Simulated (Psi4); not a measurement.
H$_{2}$O$_{2}$Zn, charge +1, doublet (typed; the unrestricted solution is spin-contaminated), geometry from GFN2-xTB (such geometries of metal compounds can be far from the true shape) (a state made from the parent by changing its charge; the spin is typed, not shown lowest); HF/cc-pVDZ (Psi4 1.11).

The Psi4 input:
```
memory 2 GB

molecule mol {
1 2
  Zn   -0.000028    0.184102    0.034168
  O     1.253567   -0.164068   -1.100299
  H     1.916814    0.381806   -1.565116
  O    -1.253460   -0.548318    0.968087
  H    -1.916841   -0.205776    1.597785
}

set basis cc-pvdz
set reference uhf
set scf_type cd

energy('scf')
print_variables()
```

It wrote (shortened):

```
   => Loading Basis Set <=

    Name: CC-PVDZ
    Role: ORBITAL
    Keyword: BASIS

         ---------------------------------------------------------
                                   SCF
               by Justin Turney, Rob Parrish, Andy Simmonett
                          and Daniel G. A. Smith
                              UHF Reference
         ---------------------------------------------------------

  ==> Geometry <==

    Molecular point group: c1
    Full point group: C1

    Geometry (in Angstrom), charge = 1, multiplicity = 2:

       Center              X                  Y                   Z               Mass
    ------------   -----------------  -----------------  -----------------  -----------------
         ZN          -0.000026919980     0.178462144664     0.033121016746    63.929142010000
         O            1.253568080020    -0.169707855336    -1.101345983254    15.994914619570
         H            1.916815080020     0.376166144664    -1.566162983254     1.007825032230
         O           -1.253458919980    -0.553957855336     0.967040016746    15.994914619570
         H           -1.916839919980    -0.211415855336     1.596738016746     1.007825032230

  Running in c1 symmetry.

  Rotational constants: A =      2.61245  B =      0.17152  C =      0.16096 [cm^-1]
  Rotational constants: A =  78319.27089  B =   5142.11956  C =   4825.30968 [MHz]
  Nuclear repulsion =  180.983088193629868

  Charge       = 1
  Multiplicity = 2
  Electrons    = 47
  Nalpha       = 24
  Nbeta        = 23

  ==> Algorithm <==

  SCF Algorithm Type is CD.
  DIIS enabled.
  MOM disabled.
  Fractional occupation disabled.
  Guess Type is SAD.
  Energy threshold   = 1.00e-06
  Density threshold  = 1.00e-06
  Integral threshold = 1.00e-12

  ==> Primary Basis <==

  Basis Set: CC-PVDZ
    Blend: CC-PVDZ
    Number of shells: 33
    Number of basis functions: 81
    Number of Cartesian functions: 89
    Spherical Harmonics?: true
    Max angular momentum: 3

  ==> Integral Setup <==

  ==> CDJK: Cholesky-decomposed J/K Matrices <==

    J tasked:                     Yes
    K tasked:                     Yes
    wK tasked:                     No
    Integrals threads:              1
    Algorithm:                   Core
    Integral Cache:              NONE
    Schwarz Cutoff:             1E-12
    Cholesky tolerance:      1.00E-04
    No. Cholesky vectors:         406

  Minimum eigenvalue in the overlap matrix is 3.8912685427E-03.
[...]
   @UHF iter  14: -1928.38753235375225   -1.67723e-07   5.03557e-06 DIIS
   @UHF iter  15: -1928.38753210128107    2.52471e-07   9.84149e-07 DIIS
  Energy and wave function converged.

  ==> Post-Iterations <==

   @Spin Contamination Metric:   1.385640853E-01
   @S^2 Expected:                7.500000000E-01
   @S^2 Observed:                8.885640853E-01
   @S   Expected:                5.000000000E-01
   @S   Observed:                5.000000000E-01

    Orbital Energies [Eh]
    ---------------------

    Alpha Occupied:

[...]
    Alpha Virtual:

[...]
    Beta Occupied:

[...]
    Beta Virtual:

[...]
      81A      5.835640

    Final Occupation by Irrep:
              A
    DOCC [    23 ]
    SOCC [     1 ]
    NA   [    24 ]
    NB   [    23 ]

  @UHF Final Energy: -1928.38753210128107

   => Energetics <=

    Nuclear Repulsion Energy =            180.9830881936298681
    One-Electron Energy =               -3040.5294806157271523
    Two-Electron Energy =                 931.1588603208159611
    Total Energy =                      -1928.3875321012810673

  UHF NO Occupations:
  HONO-2 :   22  A 1.9977487
  HONO-1 :   23  A 1.9339715
  HONO-0 :   24  A 1.0000000
  LUNO+0 :   25  A 0.0660285
  LUNO+1 :   26  A 0.0022513
  LUNO+2 :   27  A 0.0009257
  LUNO+3 :   28  A 0.0007466

Computation Completed

Properties will be evaluated at   0.000000,   0.000000,   0.000000 [a0]

Properties computed using the SCF density matrix

 Multipole Moments:

 ------------------------------------------------------------------------------------
     Multipole            Electronic (a.u.)      Nuclear  (a.u.)        Total (a.u.)
 ------------------------------------------------------------------------------------

 L = 1.  Multiply by 2.5417464519 to convert [e a0] to [Debye]
 Dipole X            :         -0.0004555            0.0000772           -0.0003784
 Dipole Y            :          1.8181388           -0.5115698            1.3065690
 Dipole Z            :          0.3375830           -0.0949440            0.2426390
 Magnitude           :                                                    1.3289080

 ------------------------------------------------------------------------------------

  Variable Map:
  ----------------------------------------------------------------------------
[...]
  Array Variable Map:
  ----------------------------------------------------------------------------
[...]
[...]
```
